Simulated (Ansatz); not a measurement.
Geometry optimisation, RKS PBE0/def2-SVP (Ansatz 0.2.0).

Input file:

```yaml
crystal:
  periodic: [false, false, false]
  atoms:
    - { symbol: W, position_ang: [0.0, 0.0, 0.0] }
    - { symbol: F, position_ang: [0.0, 0.0, 1.85] }
    - { symbol: H, position_ang: [1.72, 0.0, 0.0] }
    - { symbol: H, position_ang: [0.0, 1.72, 0.0] }
    - { symbol: H, position_ang: [-1.72, 0.0, 0.0] }
    - { symbol: H, position_ang: [0.0, -1.72, 0.0] }
    - { symbol: H, position_ang: [0.0, 0.0, -1.72] }
basis:
  gaussian: { orbitals: def2-SVP }
hamiltonian:
  xc: pbe0
relax:
  f_tol: 0.02
  max_steps: 40
```

Run as:

```bash
$ ansatz run input.yaml --threads 1 --pin off --max-ram 2048MiB --backend cpu --events-out ev --progress --plain --runs-dir out
```

Q: Where does it end, and by what steps?

A: The run converged. The force dipped under the threshold on the way, but the program's further checks kept it going. After 26 steps the energy has fallen by 5.415 eV; H4 moved furthest, 0.60 Å.

```csv
step,energy less start (eV),largest force component (eV/Å),accepted
0,0.0000,6.950,yes
1,-1.8330,3.040,yes
2,-3.2194,3.611,yes
3,-4.0677,1.718,yes
4,-4.8486,0.765,yes
5,-4.9381,0.550,yes
6,-4.9788,0.140,yes
7,-4.9797,0.027,yes
8,-4.9797,0.002,yes
9,-4.9804,0.026,yes
10,-4.9829,0.055,yes
11,-4.9848,0.071,yes
12,-4.9956,0.099,yes
13,-5.0081,0.286,yes
14,-5.0107,0.305,yes
15,-5.0449,0.548,yes
16,-5.0405,1.455,no
17,-5.0992,0.608,yes
18,-5.1855,1.038,yes
19,-5.3019,1.236,yes
20,-5.3268,0.854,yes
21,-5.3841,0.618,yes
22,-5.4031,0.159,yes
23,-5.3802,0.565,no
24,-5.4099,0.108,yes
25,-5.4151,0.049,yes
26,-5.4154,0.012,yes
```

```xyz
7
Properties=species:S:1:pos:R:3
W 0.299 0.302 0.385
F -0.264 -0.263 2.094
H 1.620 -0.397 -0.416
H -0.425 1.610 -0.414
H -1.209 -0.084 -0.136
H -0.071 -1.213 -0.128
H 0.049 0.044 -1.253
```

Whether the end is a true minimum wasn't checked by a vibrational analysis.

Run time: 76 s on 1 thread of Arm Neoverse V1 (shared host), peak memory 0.13 GiB.
